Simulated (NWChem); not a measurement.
Molecule: CdH$_{2}$Se$_{2}$; SMILES [SeH][Cd][SeH]

```xyz
5

Cd     0.0000     0.0000    -0.0131
Se    -0.0134    -2.4619    -0.0207
H      1.0297    -2.5054     1.0175
Se     0.0134     2.4619    -0.0207
H     -1.0297     2.5054     1.0175
```
Atoms are numbered in this order, from 1.

Geometry: optimised at PBE0/def2-SVP. Not confirmed as a minimum by frequencies. def2 effective core potentials on Cd; no spin-orbit coupling.

Symmetry labels are those of C2 in the frame above (b1 and b2, or b-type labels, depend on it).

Task: List the 4 lowest vertical singlet excitations from PBE0/def2-SVPD with def2 effective core potentials on Cd, TDA (NWChem).

Result: 
```
state  energy (eV)  oscillator strength  symmetry  leading excitation (squared amplitude)
-----  -----------  -------------------  --------  --------------------------------------
S1            4.17                0.022         b                      HOMO → LUMO (0.99)
S2            4.17                0.022         a                    HOMO−1 → LUMO (0.99)
S3            5.04                0.000         b                  HOMO−1 → LUMO+1 (0.49)
S4            5.06                0.001         a                    HOMO → LUMO+1 (0.50)
```
